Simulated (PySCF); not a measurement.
## 3-pyridinecarboxaldehyde (SMILES C1=NC=CC=C1C=O)

Molfile (atoms numbered from 1):
```
C6H5NO
     RDKit          3D

 13 13  0  0  0  0  0  0  0  0999 V2000
   -2.5692    1.6671   -0.2635 O   0  0  0  0  0  0  0  0  0  0  0  0
   -2.2022    0.5232   -0.1698 C   0  0  0  0  0  0  0  0  0  0  0  0
   -0.7864    0.1101   -0.0673 C   0  0  0  0  0  0  0  0  0  0  0  0
    0.2394    1.0617   -0.0749 C   0  0  0  0  0  0  0  0  0  0  0  0
    1.5499    0.6189    0.0246 C   0  0  0  0  0  0  0  0  0  0  0  0
    1.7801   -0.7576    0.1277 C   0  0  0  0  0  0  0  0  0  0  0  0
    0.8135   -1.6720    0.1358 N   0  0  0  0  0  0  0  0  0  0  0  0
   -0.4393   -1.2403    0.0400 C   0  0  0  0  0  0  0  0  0  0  0  0
   -2.9372   -0.3215   -0.1544 H   0  0  0  0  0  0  0  0  0  0  0  0
   -0.0213    2.1198   -0.1585 H   0  0  0  0  0  0  0  0  0  0  0  0
    2.3888    1.3178    0.0236 H   0  0  0  0  0  0  0  0  0  0  0  0
    2.8060   -1.1354    0.2080 H   0  0  0  0  0  0  0  0  0  0  0  0
   -1.2267   -2.0053    0.0479 H   0  0  0  0  0  0  0  0  0  0  0  0
  1  2  2  0
  2  3  1  0
  3  4  1  0
  4  5  2  0
  5  6  1  0
  6  7  2  0
  7  8  1  0
  8  3  2  0
  2  9  1  0
  4 10  1  0
  5 11  1  0
  6 12  1  0
  8 13  1  0
M  END
```

Theory: quadratic response CAM-B3LYP/aug-cc-pVDZ first hyperpolarisability, Taylor convention, gas phase (PySCF 2.14.0). Geometry: PBE0-D3(BJ)/def2-SVP.

Give the tensor of the static β(0;0,0) in the axes of these coordinates.

In au, Taylor convention; rows are the first index (the induced dipole):
```csv
,xx,yy,zz,xy,xz,yz
x,+163.6,+26.3,-22.2,-75.1,+16.3,-7.6
y,-75.1,+78.2,+5.0,+26.3,-7.6,-3.0
z,+16.3,-3.0,-4.7,-7.6,-22.2,+5.0
```
Norm of βᵢ = ⅓ Σⱼ (βᵢⱼⱼ + βⱼᵢⱼ + βⱼⱼᵢ): 168.1 au, hyper-Rayleigh value 85.8 au.
